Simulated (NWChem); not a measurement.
O[SiH](Br)Br (SiH₂OBr₂), optimised at PBE0/def2-SVP with NWChem:

highest occupied level (eV): -8.38
orbital gap (eV): 8.31
dipole (D): 1.08
highest harmonic frequency (cm⁻¹): 3920
zero-point energy (kcal/mol): 16.2

All stand in one matching conformer (torsions within 35°), which need not be the lowest. This build's default masses of Se (78.918 u) and Br (79.917 u) are each other's, which moves their modes by up to 0.6 %.

Problem. One Br atom is replaced by H, giving O[SiH2]Br (SiH3OBr), optimised at the same level. How do these values move?

Solution. 
| quantity | new value | change |
|---|---|---|
| highest occupied level (eV) | -8.28 | +0.10 |
| orbital gap (eV) | 8.84 | +0.53 |
| dipole (D) | 1.57 | +0.49 |
| highest harmonic frequency (cm⁻¹) | 3928 | +8 |
| zero-point energy (kcal/mol) | 20.4 | +4.2 |
